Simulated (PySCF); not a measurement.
# TDDFT excited states: C4H8GeO2Si

C₄H₈GeO₂Si.
SMILES: `COC(=O)[SiH2]C#[C][GeH3]`

Computed, not measured: PySCF, TDDFT CAM-B3LYP/def2-SVPD, vertical, gas phase, core orbitals frozen in the response. The structure is a single PBE0-D3(BJ)/def2-SVP conformer in the gas phase; no vibrational or solvent corrections. The CAM-B3LYP/def2-SVPD calculation is non-relativistic and has no spin–orbit coupling, an omission that weighs most on germanium. Torsions of this conformer, `[CH3:1][O:2][C:3](=[O:4])[SiH2:5][C:6]#[C:7][GeH3:8]`: C1–O2–C3–O4 -1°, O2–C3–Si5–C6 -91°.

```json
{"state": "S1", "λ (nm)": "244.8", "E (eV)": "5.06", "f": "0.015", "main configurations (H = HOMO, L = LUMO)": "H→L (55%), H→L+3 (12%), H-2→L (9%)"}
{"state": "S2", "λ (nm)": "224.2", "E (eV)": "5.53", "f": "0.0000", "main configurations (H = HOMO, L = LUMO)": "H-1→L (52%), H→L+1 (13%), H-2→L+1 (10%)"}
{"state": "S3", "λ (nm)": "213.8", "E (eV)": "5.80", "f": "0.0001", "main configurations (H = HOMO, L = LUMO)": "H→L+1 (40%), H-2→L+1 (27%), H-1→L (19%)"}
{"state": "S4", "λ (nm)": "213.2", "E (eV)": "5.81", "f": "0.0025", "main configurations (H = HOMO, L = LUMO)": "H-1→L+1 (41%), H-2→L (24%), H→L (10%)"}
{"state": "S5", "λ (nm)": "172.6", "E (eV)": "7.18", "f": "0.148", "main configurations (H = HOMO, L = LUMO)": "H→L+2 (31%), H→L+3 (26%), H-2→L (21%)"}
{"state": "S6", "λ (nm)": "171.5", "E (eV)": "7.23", "f": "0.018", "main configurations (H = HOMO, L = LUMO)": "H-1→L+2 (48%), H-1→L (16%)"}
```

The lowest singlet comes at 245 nm (489 kJ/mol) in the ultraviolet; it is weak; its leading configuration is HOMO→LUMO (55%). The most intense listed level is S5 at 7.18 eV (173 nm, f = 0.148), 2.12 eV above S1. Löwdin shares by element: HOMO carbon 40% or more, oxygen 35% or more (atoms not listed hold the other 25%); LUMO carbon 49% or more, silicon 14% (atoms not listed hold the other 37%). Of the 6 states listed, 3 reach f = 0.01 and 2 stay under 0.0005. Orbital energies (eV): HOMO-3 -10.49, HOMO-2 -9.91, HOMO-1 -9.49, HOMO -9.09, LUMO 0.12, LUMO+1 0.53, LUMO+2 0.69. The listed states span 2.17 eV, and the widest gap between neighbours is 1.37 eV (S4 to S5). No computed singlet lies in the visible range (380 to 750 nm); the lowest, at 245 nm, stands 1.80 eV above its violet end (3.26 eV). Singlets were solved by full linear response.
